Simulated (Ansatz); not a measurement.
Geometry optimisation, Ansatz, RKS B3LYP-D4/def2-SVP.

Input file:

```yaml
crystal:
  periodic: [false, false, false]
  atoms:
    - { symbol: "N", position_ang: [-1.0734, 0.1619, -0.486] }
    - { symbol: Ge, position_ang: [0.4665, -0.0827, 0.4278] }
    - { symbol: Cl, position_ang: [0.6376, -2.1858, 0.8693] }
    - { symbol: H, position_ang: [-1.0746, 1.2329, -0.7442] }
    - { symbol: H, position_ang: [-1.0411, -0.3231, -1.4161] }
    - { symbol: H, position_ang: [0.4537, 0.7505, 1.7459] }
    - { symbol: H, position_ang: [1.6925, 0.3783, -0.4424] }
basis:
  gaussian: { orbitals: def2-SVP }
hamiltonian:
  xc: b3lyp
  dispersion: d4
relax:
  f_tol: 0.015
  max_steps: 40
```

Command:

```bash
$ ansatz run input.yaml --threads 1 --pin off --max-ram 2048MiB --backend cpu --events-out ev --progress --plain --runs-dir out
```

Where does it end, and by what steps?

It converged. After 20 steps the energy has fallen by 0.371 eV; H4 moved furthest, 1.04 Å.

```json
{"step": "0", "energy less start (eV)": "0.0000", "largest force component (eV/Å)": "2.449", "accepted": "yes"}
{"step": "1", "energy less start (eV)": "-0.1829", "largest force component (eV/Å)": "1.083", "accepted": "yes"}
{"step": "2", "energy less start (eV)": "-0.0850", "largest force component (eV/Å)": "1.451", "accepted": "no"}
{"step": "3", "energy less start (eV)": "-0.2293", "largest force component (eV/Å)": "0.204", "accepted": "yes"}
{"step": "4", "energy less start (eV)": "-0.2332", "largest force component (eV/Å)": "0.091", "accepted": "yes"}
{"step": "5", "energy less start (eV)": "-0.2375", "largest force component (eV/Å)": "0.089", "accepted": "yes"}
{"step": "6", "energy less start (eV)": "-0.2407", "largest force component (eV/Å)": "0.215", "accepted": "yes"}
{"step": "7", "energy less start (eV)": "-0.2457", "largest force component (eV/Å)": "0.311", "accepted": "yes"}
{"step": "8", "energy less start (eV)": "-0.1977", "largest force component (eV/Å)": "1.526", "accepted": "no"}
{"step": "9", "energy less start (eV)": "-0.2523", "largest force component (eV/Å)": "0.162", "accepted": "yes"}
{"step": "10", "energy less start (eV)": "-0.2488", "largest force component (eV/Å)": "0.523", "accepted": "no"}
{"step": "11", "energy less start (eV)": "-0.2550", "largest force component (eV/Å)": "0.068", "accepted": "yes"}
{"step": "12", "energy less start (eV)": "-0.2571", "largest force component (eV/Å)": "0.172", "accepted": "yes"}
{"step": "13", "energy less start (eV)": "-0.2577", "largest force component (eV/Å)": "0.359", "accepted": "yes"}
{"step": "14", "energy less start (eV)": "-0.2711", "largest force component (eV/Å)": "0.333", "accepted": "yes"}
{"step": "15", "energy less start (eV)": "-0.2921", "largest force component (eV/Å)": "0.955", "accepted": "yes"}
{"step": "16", "energy less start (eV)": "-0.1392", "largest force component (eV/Å)": "3.623", "accepted": "no"}
{"step": "17", "energy less start (eV)": "-0.3396", "largest force component (eV/Å)": "0.513", "accepted": "yes"}
{"step": "18", "energy less start (eV)": "-0.3629", "largest force component (eV/Å)": "0.253", "accepted": "yes"}
{"step": "19", "energy less start (eV)": "-0.3704", "largest force component (eV/Å)": "0.042", "accepted": "yes"}
{"step": "20", "energy less start (eV)": "-0.3708", "largest force component (eV/Å)": "0.014", "accepted": "yes"}
```

```xyz
7
Properties=species:S:1:pos:R:3
N -0.789 0.519 -0.725
Ge 0.582 -0.003 0.359
Cl 0.398 -2.088 1.041
H -1.707 0.541 -0.284
H -0.862 0.017 -1.609
H 0.553 0.871 1.619
H 1.886 0.075 -0.446
```

Whether the end is a true minimum wasn't checked by a vibrational analysis.

The run took 2.6 min on 1 thread of Intel(R) Xeon(R) Platinum 8488C (Sapphire Rapids), on a shared host, peak memory 0.21 GiB.
